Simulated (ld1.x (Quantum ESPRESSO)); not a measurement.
# LDA (PZ) ultrasoft dataset for oxygen, scalar-relativistic all-electron reference.

ld1.x (Quantum ESPRESSO) 7.5 input, shortened:

```
&input
   title='O', zed=8., rel=1, dft='PZ', iswitch=3,
   config='[He] 2s2 2p3.5'
 /
 &inputp
   pseudotype=3, tm=.true., lloc=-1, rcloc=0.85,
   nlcc=.true., new_core_ps=.true.
 /
4
2S  1  0   2.00   0.00  1.05  1.10  0.0
2S  1  0   0.00   0.85  1.05  1.10  0.0
2P  2  1   3.50   0.00  0.80  0.95  0.0
2P  2  1   0.00   3.65  0.80  0.95  0.0
 &test
   configts(1)='2s2 2p3.5'
 /
```

All-electron outer shells of the reference configuration (LDA (PZ), scalar-relativistic, ld1.x):

```tsv
shell	level (eV)	outermost node (bohr)	outermost maximum (bohr)
2s	-31.16	0.28	0.87
2p	-16.43	–	0.80
```

Question: Does the generator finish with these settings?

Answer: Yes, a potential is produced and its reference levels are reproduced.

Question: Estimate the cutoffs (Ry, on a coarse ladder) from which the occupation-weighted sum of valence levels, in a spherical-Bessel basis at the reference potential, stays within 10 and 1 mRy of its value at 400 Ry.

Answer: 80 Ry and 100 Ry.

Question: What does a ghost test show?

Answer: No extra level below or beside the all-electron valence levels (s, p, d, f tested).

Question: Is the overlap operator S = 1 + Σ q|β⟩⟨β| positive definite (Bessel basis up to 400 Ry)?

Answer: Yes: its lowest eigenvalue is 0.55 (s channel).

Question: Which valence shell sets the plane-wave cutoff?

Answer: 2p: its level needs 80 Ry to come within 1 mRy, against 35 Ry for 2s.

Question: Tests: 2s2 2p4; 2s2 2p3; 2s2 2p2; 2s2 2p4.3; 2s1 2p5; 2s1 2p4; 2s2 2p0. Which has the largest error in its energy relative to the reference configuration, and how large is it?

Answer: 2s2 2p0, with +175 meV (all-electron minus pseudo) on +174.84 eV.
